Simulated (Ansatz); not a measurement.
Ansatz (a program for electronic structure) job for ClGeH6NSi, SMILES Cl[SiH2][NH][GeH3], PBE/def2-SVPD. Geometry optimised at B3LYP-D3(BJ)/def2-SVP. The geometry has at least one imaginary mode, so it is a saddle point at that level. The structure was generated by enumeration, and PubChem lists no compound with its InChIKey, so it may never have been made. The values are those of a single conformer.

Ansatz 0.2 input:
```yaml
crystal:
  periodic: [false, false, false]
  atoms:
    - {symbol: Si, position_ang: [-0.95952736, -1.49013225, 0.00000000]}
    - {symbol: Cl, position_ang: [1.09284114, -1.86551304, 0.00000000]}
    - {symbol: N, position_ang: [-1.12597691, 0.22408110, -0.00000000]}
    - {symbol: Ge, position_ang: [0.19729822, 1.53081376, -0.00000000]}
    - {symbol: H, position_ang: [-1.53685264, -2.14360820, 1.20782005]}
    - {symbol: H, position_ang: [-1.53685264, -2.14360820, -1.20782005]}
    - {symbol: H, position_ang: [-2.07149005, 0.60042902, -0.00000000]}
    - {symbol: H, position_ang: [-0.57696898, 2.86487295, -0.00000000]}
    - {symbol: H, position_ang: [1.07277159, 1.42143978, -1.26225087]}
    - {symbol: H, position_ang: [1.07277159, 1.42143978, 1.26225087]}
basis:
  gaussian:
    orbitals: def2-SVPD
hamiltonian:
  xc: {name: PBE}
```

Program output:

```
WARN ansatz: RAYON_NUM_THREADS=1 ignored (pool sized by the plan → 1); use --threads N
Functional definition: PBE
integrals: 0.11 GiB planned
1472 factors; their error is unknown
mean field: 0.63 GiB planned
mean field evaluation 1: about -78465.8136 eV, gradient 6.5e1 eV
mean field evaluation 2: about -78431.7985 eV, gradient 1.3e2 eV
mean field evaluation 4: about -78473.8774 eV, gradient 8.9e0 eV
mean field evaluation 8: about -78474.0169 eV, gradient 1.7e-1 eV
mean field evaluation 16: about -78473.9752 eV, gradient 1.2e-4 eV
mean field -78473.97524052 eV, -2883.8653985181 hartree, gradient 4.6e-5 eV, S^2 0.000000; 0 other end points of the search recorded, 0 dependent functions left out
reference -78473.97529352 eV, -2883.8654004659 hartree; 38, 38 occupied and 119, 119 virtual orbitals, 1472 factors
Total energy: -78473.97529352 eV, -2883.8654004659 hartree
```

The calculation finished and met its thresholds.

Cost: around 5 core-seconds (rough).
